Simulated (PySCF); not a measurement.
## C₆ coefficients of unlike pairs at UHF

Calculated with PySCF 2.14 from the dipole response of each species, C₆(A,B) = (3/π) ∫ α_A(iu) α_B(iu) du, in atomic units, from isotropic polarisabilities. For ions this is the dispersion term alone; charge-induced terms of lower order in 1/R come first.

| species | configuration | basis | relativity | α (bohr³) | C₆ (like pair) |
| --- | --- | --- | --- | --- | --- |
| N²⁺ | [He] 2s2 2p1 (2P) | dyall-acv3z (15s9p4d2f) | none | 2.714 | 3.841 |
| Ir²⁺ | [Xe] 4f14 5d7 (4F) | aug-cc-pVTZ-PP with one added diffuse shell each of s, p, d, f, g type with ECP60MDF (7s7p6d4f3g) | core potential | 9.550 | 60.85 |
| Xe³⁺ | [Kr] 4d10 5s2 5p3 (4S) | aug-cc-pwCVTZ-DK3 with one added diffuse shell each of s, p, d, f type (11s10p8d5f1g) | spin-free X2C | 9.730 | 58.24 |
| Bi⁺ | [Xe] 4f14 5d10 6s2 6p2 (3P) | aug-cc-pVQZ-DK3 (10s9p7d4f2g) | spin-free X2C | 27.49 | 255.0 |

**Question.** Estimate C₆ for Xe³⁺ with Ir²⁺.

**Answer.** The integral gives 59.38. The combination rule 2 C_A C_B / (C_A α_B/α_A + C_B α_A/α_B) gives 59.48 and the geometric mean 59.53.

No spin-orbit coupling is included, so Bi⁺, close to jj coupling, stand for model states.

The other pairs:

```
     pair     C₆
Ir²⁺, N²⁺  15.18
Bi⁺, Xe³⁺  118.2
Xe³⁺, N²⁺  14.92
Bi⁺, Ir²⁺  119.0
 Bi⁺, N²⁺  30.74
```
